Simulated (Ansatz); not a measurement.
The inner images of a band of Cl2FH3O2Ti (9 atoms, charge 0, multiplicity 1) are given out of order.

The calculation used RKS B3LYP/def2-SVP in Ansatz 0.2.0.

First end point:

```xyz
9
Properties=species:S:1:pos:R:3
Ti -0.035 0.082 0.181
Cl -0.554 -0.291 2.343
O 1.685 -0.062 -0.332
H 1.957 -0.795 -0.907
Cl -1.275 1.479 -1.000
F -0.552 -1.447 -0.476
O 0.960 1.922 1.107
H 1.893 1.835 0.854
H 0.923 1.832 2.072
```

Last end point:

```xyz
9
Properties=species:S:1:pos:R:3
Ti -0.133 0.326 -0.407
Cl 2.754 0.468 2.253
O 1.291 -0.697 -0.382
H 2.047 -0.640 0.235
Cl -0.107 1.718 -2.126
F -1.587 -0.640 -0.472
O -0.077 1.265 1.134
H -0.747 1.792 1.591
H 1.563 0.964 2.016
```

Problem. Put them in order from the first end to the last, with their energies above the first end.
A.
```xyz
9
Properties=species:S:1:pos:R:3
Ti 0.138 0.383 -0.171
Cl 1.193 -0.608 2.286
O 1.534 -0.480 -0.802
H 2.088 -1.048 -0.240
Cl -0.442 1.787 -1.767
F -1.232 -0.660 0.053
O 0.432 1.680 1.214
H 0.403 2.647 1.241
H 0.890 0.855 2.030
```
B.
```xyz
9
Properties=species:S:1:pos:R:3
Ti -0.019 0.479 -0.406
Cl 1.755 -0.487 2.665
O 1.518 -0.352 -0.616
H 2.092 -0.703 0.087
Cl -0.502 1.681 -2.189
F -1.261 -0.695 -0.054
O 0.120 1.569 1.032
H 0.254 2.526 1.069
H 1.046 0.538 2.254
```
C.
```xyz
9
Properties=species:S:1:pos:R:3
Ti 0.045 0.035 0.184
Cl -0.317 -0.574 2.324
O 1.695 -0.364 -0.324
H 1.921 -1.165 -0.819
Cl -0.851 1.691 -1.060
F -0.803 -1.288 -0.565
O 0.869 1.820 1.240
H 1.098 2.642 0.784
H 1.345 1.758 2.079
```
D.
```xyz
9
Properties=species:S:1:pos:R:3
Ti -0.086 0.394 -0.433
Cl 2.410 -0.033 2.526
O 1.442 -0.462 -0.541
H 2.111 -0.574 0.162
Cl -0.444 1.692 -2.183
F -1.397 -0.751 -0.265
O 0.014 1.388 1.068
H -0.435 2.197 1.351
H 1.389 0.704 2.157
```
E.
```xyz
9
Properties=species:S:1:pos:R:3
Ti 0.204 0.118 0.076
Cl 0.531 -0.733 2.204
O 1.605 -0.529 -0.757
H 2.034 -1.385 -0.620
Cl -0.511 1.844 -1.228
F -1.137 -0.939 -0.251
O 0.884 1.833 1.220
H 0.495 2.700 1.025
H 0.898 1.646 2.173
```

Solution. C (+0.06 eV), E (+0.13 eV), A (+0.80 eV), B (+0.43 eV), D (+0.37 eV).

The run took 7.8 min on 4 threads of Arm Neoverse V1, with other jobs on the host, peak memory 0.36 GiB.
